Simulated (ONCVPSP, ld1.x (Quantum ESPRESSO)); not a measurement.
# Pseudopotentials across the periodic table

Generated with ld1.x 7.5 (TM, RRKJ, ultrasoft, PAW), atompaw 4.2 or ONCVPSP 4.0.1. The cutoff is in Ry: for ld1.x and atompaw files where the sum of valence levels is converged to 10 mRy in a Bessel basis, for ONCV files where the hardest occupied wave has 1 mHa per electron of residual kinetic energy. The error is the largest all-electron minus pseudo excitation energy over each file’s own four to seven test configurations (ionisations up to +4, promotions, holes and added fractions of an electron), all of which were solved. The labels leave out finer settings (local radius, basis sizes, second energies), which also bear on the numbers. Spin-polarised tests are not counted. The rows are a selection from randomly drawn settings: files with unsolved tests, undetermined cutoffs or missed reference levels are left out.

A true bound ghost makes a file unfit for plane-wave use even where its test errors are small: the radial tests pick states by their node count and pass the ghost by.

```tsv
element	potential	cutoff (Ry)	largest error (meV)	bound ghosts
He	TM, PBEsol, non-relativistic, rc 0.65/0.60 (sp), local s, core correction no, reference 1s2	120	+7.2	none
O	ONCV, LDA (Perdew-Zunger), non-relativistic, rc 0.65/1.30 (sp), local smoothed, core correction no, reference 2s2 2p4, qcut 9.3/10.7, projectors 2/2	81	+463	none
Ar	ONCV, PBE, scalar-relativistic, rc 1.15/1.30/1.00 (spd), local smoothed, core correction no, reference 3s2 3p6, qcut 5.3/5.1/10.2, projectors 2/1/2	86	+172	none
Cu	ONCV, LDA (Perdew-Wang 92), non-relativistic, rc 1.20/0.85/0.90 (spd), local smoothed, core correction yes, reference 3s2 3p6 3d10, qcut 9.6/19.7/20.9, projectors 2/1/2	279	+9.1	none
Mo	TM, PBE, scalar-relativistic, rc 2.85/3.30/2.50 (spd), local s, core correction yes, reference 4d4 5s0 5p0	30	-954	none
Rh	ONCV, PBE, scalar-relativistic, rc 1.65/1.40/2.10 (spd), local smoothed, core correction yes, reference 4s2 4p6 4d8 5s1, qcut 6.1/10.4/8.3, projectors 2/3/2	68	+15	none
Au	TM semilocal, PBE, scalar-relativistic, rc 2.45/3.25/1.85 (spd), local s, core correction no, reference 5d10 6s1 6p0	45	-133	none
```

Fill in the row for Tl: TM, PBE, fully relativistic, rc 1.60/2.60/2.05 (spd), local s, core correction yes, reference 6s1.75 6p1.25.

cutoff 35 Ry, largest error -323 meV, bound ghosts: d3/2, d5/2.
